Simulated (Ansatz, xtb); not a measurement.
**Relative energy of two isomers of C4H4BrF**

We compare I, `FC1=C(Br)CC1`, a singlet, with II, `F[C@]1(Br)C=CC1`, a singlet. Both are isolated molecules in the gas phase, relaxed with B3LYP-D3(BJ)/def2-SVP.

Quicker runs give these differences E(II) − E(I): GFN2-xTB +5.45 kcal/mol; HF/STO-3G +10.39 kcal/mol (at GFN2-xTB geometries); r2SCAN-D4/def2-SVP +3.28 kcal/mol (at GFN2-xTB geometries).

Question: Estimate E(II) − E(I) at the level CCSD(T)/def2-SVP + ΔMP2/def2-TZVPP.

Answer: Calculated at CCSD(T)/def2-SVP + ΔMP2/def2-TZVPP: E(II) − E(I) = +1.65 kcal/mol, so structure I lies lower.

How the difference moves with the method:

```
                             level               geometry  E(II) − E(I) (kcal/mol)  departure from the last row (kcal/mol)  job, with rough time for the two
                          GFN2-xTB               GFN2-xTB                     +5.45                                   +3.81              optimisation, 0.21 s
                         HF/STO-3G               GFN2-xTB                    +10.39                                   +8.75              single point, 0.72 s
                r2SCAN-D4/def2-SVP               GFN2-xTB                     +3.28                                   +1.63               single point, 4.2 s
             B3LYP-D3(BJ)/def2-SVP  B3LYP-D3(BJ)/def2-SVP                     +2.70                                   +1.05                optimisation, 35 s
                       HF/def2-SVP  B3LYP-D3(BJ)/def2-SVP                     +1.21                                   −0.43           part of the CCSD(T) run
                      MP2/def2-SVP  B3LYP-D3(BJ)/def2-SVP                     +3.12                                   +1.48           part of the CCSD(T) run
                  CCSD(T)/def2-SVP  B3LYP-D3(BJ)/def2-SVP                     +2.08                                   +0.44                      single point
CCSD(T)/def2-SVP + ΔMP2/def2-TZVPP  B3LYP-D3(BJ)/def2-SVP                     +1.65                                                        single point, 68 s
```

As drawn, both hold the same kinds of bond in the same numbers.

The levels shown agree on the order. The largest departure from CCSD(T)/def2-SVP + ΔMP2/def2-TZVPP is that of HF/STO-3G, 8.75 kcal/mol. The last row adds to CCSD(T) the change of the MP2 difference between the two basis sets, here −0.44 kcal/mol.

With thermal terms from frequencies at re-optimised GFN2-xTB minima (ideal gas, soft modes damped towards free rotors, one conformer each, 298.15 K, 1 atm): on the last row, ΔE + ΔZPE = +0.99, ΔH = +0.98, ΔG = +1.18 kcal/mol.

The correlated steps freeze 14 core orbitals; the filled d shell of Br is correlated, in a basis made for valence electrons. Mirror images aren't counted in ΔG. Programs: Ansatz 0.2.0, xtb 6.7.1; the last row on 2 threads of Intel(R) Xeon(R) Processor @ 2.70GHz on a shared host.
